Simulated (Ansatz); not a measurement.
`[CH3][AlH][C](=N)[SeH]` + `[NH2][AlH2]` → `[CH3][AlH][NH][AlH2]` + `N=C[SeH]`  (ligand exchange at the Al–C bond)

Calculated with Ansatz (gas phase, PBE0-D4/def2-TZVP geometries, no zero-point term in ΔE). CCSD(T)/CBS is the MP2 limit (def2-TZVPP, def2-QZVPP) plus CCSD(T) − MP2 in def2-TZVPP, frozen cores. This one scheme is used for every species. Functionals use def2-TZVPP. B3LYP here is the variant with VWN-RPA as its local correlation; programs differ in this. For Se outer-core shells are correlated without core-valence functions, which leaves a few kJ/mol of doubt a bond. Scalar relativity is left out up to krypton. One conformer a species, not always the lowest.

| level | ΔE (kJ/mol) |
| --- | --- |
| r2SCAN | -86.0 |
| B3LYP | -88.2 |
| MP2/def2-QZVPP | -88.3 |
| MP2/CBS(def2) | -86.6 |

Task: What does CCSD(T)/CBS give? (Best estimate.)

Result: Ansatz gave: -85.2 kJ/mol. The listed levels differ from it by -0.8, -3.0, -3.1, -1.4 kJ/mol.

Largest T1 diagnostic among the species: 0.012.

From PBE to PBE0 (25 % exact exchange), in def2-TZVPP and without D4, ΔE moves by −6.2 kJ/mol. In def2-TZVPP, CCSD(T) changes the Hartree–Fock value by +12.1 kJ/mol (the triples alone add +3.2 kJ/mol) and MP2 by +10.7 kJ/mol.
